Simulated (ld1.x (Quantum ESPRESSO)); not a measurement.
**An all-electron radial function and its pseudo partner (zinc)**

Columns: radius, all-electron u(r) and pseudo u(r) of the 4p shell (level -11.60 eV) of zinc in the configuration [Ne] 3s2 3p6 3d10 4s0.5 4p0; BP86, scalar-relativistic, PAW scheme, ld1.x (Quantum ESPRESSO) 7.5.

```csv
r (bohr),all-electron,pseudo
0.057,0.0959,-0.0144
0.115,0.1530,-0.0564
0.172,0.1141,-0.1182
0.230,0.0236,-0.1927
0.288,-0.0756,-0.2678
0.345,-0.1583,-0.3317
0.402,-0.2167,-0.3773
0.460,-0.2497,-0.3995
0.518,-0.2586,-0.3952
0.575,-0.2481,-0.3672
0.632,-0.2229,-0.3199
0.690,-0.1864,-0.2584
0.747,-0.1432,-0.1914
0.805,-0.0945,-0.1224
0.862,-0.0441,-0.0575
0.920,0.0083,0.0035
0.977,0.0597,0.0586
1.035,0.1109,0.1109
1.092,0.1597,0.1597
1.150,0.2073,0.2073
1.208,0.2525,0.2525
1.265,0.2945,0.2945
1.322,0.3338,0.3338
1.380,0.3712,0.3712
1.438,0.4057,0.4057
1.495,0.4371,0.4371
```

How many radial nodes do the two functions have?

The all-electron 4p function has n − l − 1 = 2; the pseudo-wave has 1, since 1 lower shell of the same l stays in the valence.

At about which radius was the pseudo-wave matched?

1.10 bohr. The columns agree to 0.0005 from 1.03 bohr on; several derivatives are matched, so the curves merge somewhat inside the radius.

Is the pseudo-wave norm-conserving?

No, it belongs to a PAW set: the norm inside the radius is not constrained, and the difference is carried by the augmentation charge.
